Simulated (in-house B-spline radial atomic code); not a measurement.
## Ionising S²⁺ with different functionals

Computed with a B-spline radial code for spherical atoms: non-relativistic Hamiltonian, point nucleus, spin-polarised at highest spin, spherical fractional occupations for the functionals, the average over the highest-spin determinants for Hartree-Fock. The ionisation energy is the difference of two self-consistent energies, [Ne] 3s2 3p2 → [Ne] 3s2 3p1, without Breit or QED terms; ε is the level of the shell that loses the electron (its least bound occupied spin orbital).

Hybrids are left out here: with spherical fractional occupations of an open shell their exact exchange keeps a self-interaction that integer-occupation calculations don't have.

| method | rung | ΔSCF (eV) | -ε(3p) (eV) |
| --- | --- | --- | --- |
| Hartree-Fock | Hartree-Fock | 34.17 | 34.58 |
| LDA VWN5 | LDA | 34.95 | 28.99 |
| LDA PW92 | LDA | 34.93 | 28.98 |
| LDA exchange-only | LDA | 33.80 | 27.92 |
| PBE | GGA | 34.94 | 29.01 |
| PBEsol | GGA | 34.89 | 28.95 |
| BLYP | GGA | 34.74 | 28.75 |
| RPBE | GGA | 34.94 | 29.02 |
| PW91 | GGA | ? | ? |
| BP86 | GGA | 34.99 | 29.04 |
| AM05 | GGA | 34.85 | 28.91 |
| OLYP | GGA | 34.95 | 29.00 |
| TPSS | meta-GGA | 35.05 | 29.16 |
| SCAN | meta-GGA | 35.19 | 29.40 |
| r2SCAN | meta-GGA | 35.16 | 29.38 |
| M06-L | meta-GGA | 35.07 | 29.27 |
| revTPSS | meta-GGA | ? | ? |

Problem. What does PW91 give?

Solution. ΔSCF 35.01 eV, and -ε(3p) = 29.07 eV.

Problem. What does revTPSS give?

Solution. ΔSCF 35.01 eV, and -ε(3p) = 29.13 eV.

Problem. How do they compare with the NIST value?

Solution. NIST lists 34.86 eV ± 0.04 (semi-empirical, ground level to ground level). Errors run from -1.06 to +0.33 eV; AM05 is closest (-0.01 eV), though others lie within the uncertainty of it, and part of that can be cancellation, since the calculations leave out relativity, Breit-QED terms, multiplet and fine-structure energies. Hartree-Fock also lacks correlation.
